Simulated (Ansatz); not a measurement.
One change: `COB([SiH3])Cl` becomes `OB([SiH3])Cl`.

Ansatz, PBE0-D4/def2-TZVP geometries, multiplicity 1. Each molecule was computed in one conformer, which needn't be the lowest.

```csv
property,`COB([SiH3])Cl`
LUMO energy (PBE/def2-TZVPP) / eV,-1.86
size of the dipole moment (B3LYP/def2-TZVPP) / D,2.14
size of the dipole moment (ωB97M-V/def2-TZVPP) / D,2.13
HOMO energy (ωB97M-V/def2-TZVPP) / eV,-10.24
size of the dipole moment (PBE/def2-TZVPP) / D,2.17
HOMO–LUMO gap (ωB97M-V/def2-TZVPP) / eV,11.29
```

(1) Give the same properties after the change, and the shifts. (An estimate is asked.)

Answers

(1) The calculation gave: 
```tsv
property	`OB([SiH3])Cl`	shift
LUMO energy (PBE/def2-TZVPP) / eV	-2.03	-0.17
size of the dipole moment (B3LYP/def2-TZVPP) / D	1.33	-0.81
size of the dipole moment (ωB97M-V/def2-TZVPP) / D	1.35	-0.78
HOMO energy (ωB97M-V/def2-TZVPP) / eV	-10.56	-0.32
size of the dipole moment (PBE/def2-TZVPP) / D	1.39	-0.78
HOMO–LUMO gap (ωB97M-V/def2-TZVPP) / eV	11.51	0.22
```

With PBE0 the HOMO falls by 0.32 eV and the LUMO falls by 0.15 eV, so the gap widens by about 0.17 eV. PBE moves the HOMO by -0.32 eV and ωB97M-V by -0.32 eV. Dipoles are sizes alone; their direction can turn.

B3LYP here is the variant with VWN-RPA as its local correlation; programs differ in this.
